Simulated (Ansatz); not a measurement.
A run for Ansatz (an electronic-structure program): R-wB97X-V/def2-TZVPPD on CH3NO2 (a complex), monomers drawn apart or pushed together. Files ending in .json are basis or fitting sets from the Basis Set Exchange.

Ansatz 0.2 input:
```yaml
crystal:
  periodic: [false, false, false]
  atoms:
    - {symbol: N, position_ang: [-0.14805537, -0.12973528, 0.57902812]}
    - {symbol: H, position_ang: [0.76523983, -0.07982703, 0.14215747]}
    - {symbol: H, position_ang: [-0.58445209, -0.98922504, 0.26534908]}
    - {symbol: H, position_ang: [-0.70112087, 0.64117481, 0.22264222]}
    - {symbol: O, position_ang: [0.88321179, -0.86868058, 4.60622557]}
    - {symbol: C, position_ang: [0.13176342, 0.01505082, 4.59140698]}
    - {symbol: O, position_ang: [-0.61492982, 0.90134796, 4.64542700]}
basis:
  gaussian:
    orbitals: def2-TZVPPD.json
hamiltonian:
  xc: {name: wB97X-V}
scf: {lower_state_search: off}
```

Program output:

```
WARN ansatz: RAYON_NUM_THREADS=1 ignored (pool sized by the plan → 1); use --threads N
Functional definition: wB97X-V
these checks for a lower state are left out or cut short: stability, starts, cluster_reference, orbital_swaps, neighbouring_geometries, increment
integrals: 0.11 GiB planned
898 factors; their error is unknown
integrals: 0.14 GiB planned
268 factors; integrals over basis functions are off by at most 2.7e-5 eV
mean field: 1.02 GiB planned
mean field evaluation 1: about -6664.7879 eV, gradient 6.3e1 eV
mean field evaluation 2: about -6664.2918 eV, gradient 6.8e1 eV
mean field evaluation 4: about -6671.4256 eV, gradient 2.3e0 eV
mean field evaluation 8: about -6671.4377 eV, gradient 8.0e-2 eV
mean field evaluation 16: about -6671.4504 eV, gradient 4.4e-5 eV
mean field -6671.45035298 eV, -245.1712784006 hartree, gradient 9.4e-6 eV, S^2 0.000000; 0 other end points of the search recorded, 0 dependent functions left out
reference -6671.45035015 eV, -245.1712782966 hartree; 16, 16 occupied and 189, 189 virtual orbitals, 898 factors
Total energy: -6671.45035015 eV, -245.1712782966 hartree
Checks for a lower state left out: stability, starts, cluster_reference, orbital_swaps, neighbouring_geometries, increment
```

The calculation finished and met its thresholds.

Cost: very roughly 4 core-seconds.
